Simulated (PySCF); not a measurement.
Chlorine: a sound run and one with changed settings

Sound run: Cl(2+) [Ne] 3s2 3p3, Cl(3+) [Ne] 3s2 3p2. Computed with PySCF 2.14 in def2-SVP (4s3p1d, 18 functions), with the non-relativistic Hamiltonian (point nucleus). In the sound run the correlated levels freeze [Ne]. The sound run starts from symmetry-adapted Hartree-Fock orbitals and uses a fine grid where one is needed.

Changed run: initial guess 1e, at most 50 SCF cycles.

```json
{"species": "Cl(2+)", "method": "UHF", "sound run (hartree)": "-458.05079", "changed run (hartree)": "-458.05079", "converged": "yes"}
{"species": "Cl(2+)", "method": "TPSS", "sound run (hartree)": "-458.65233", "changed run (hartree)": "-458.65233", "converged": "yes"}
{"species": "Cl(2+)", "method": "CCSD(T)", "sound run (hartree)": "-458.14333", "changed run (hartree)": "-458.14333", "converged": "yes"}
{"species": "Cl(3+)", "method": "BP86", "sound run (hartree)": "-457.20972", "changed run (hartree)": "-457.20972", "converged": "yes"}
{"species": "Cl(3+)", "method": "MP2", "sound run (hartree)": "-456.67711", "changed run (hartree)": "-456.67711", "converged": "yes"}
```

Here the plain start reaches the same solutions.
